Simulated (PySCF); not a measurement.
## CAM-B3LYP on Be⁺ (beryllium, charge +1)

Configuration: [He] 2p1, 2P determinant (an excited configuration). Computed with PySCF 2.14 in aug-cc-pVQZ (6s5p4d3f2g, 80 functions), with the non-relativistic Hamiltonian (point nucleus).

```json
{
 "Total energy": "-14.1805 hartree",
 "One-electron energy": "-17.4712 hartree",
 "Hartree (Coulomb) energy": "5.8329 hartree",
 "Exchange-correlation energy": "-2.5422 hartree",
 "Kinetic energy": "14.11515 hartree",
 "⟨S²⟩": "0.7500",
 "⟨L²⟩": "2.001",
 "Sum of ⟨r⟩": "3.144 bohr",
 "Sum of ⟨r²⟩": "6.963 bohr²",
 "Traceless quadrupole moment −½Σ⟨3z² − r²⟩ along its main axis": "-2.63 e·bohr²",
 "Density at the nucleus (Gaussians lack the cusp)": "33.5 bohr⁻³",
 "Spin density at the nucleus": "-0.0697 bohr⁻³",
 "Langevin diamagnetic susceptibility": "-5.51 ×10⁻⁶ cm³/mol"
}
```

```
shell  electrons  mean orbital energy (hartree)  rms radius, mean of both spins (bohr)
 1s α          1                       -4.58346                                  0.488
 1s β          1                       -4.57364                                  0.488
 2p α          1                       -0.47774                                   2.55
```
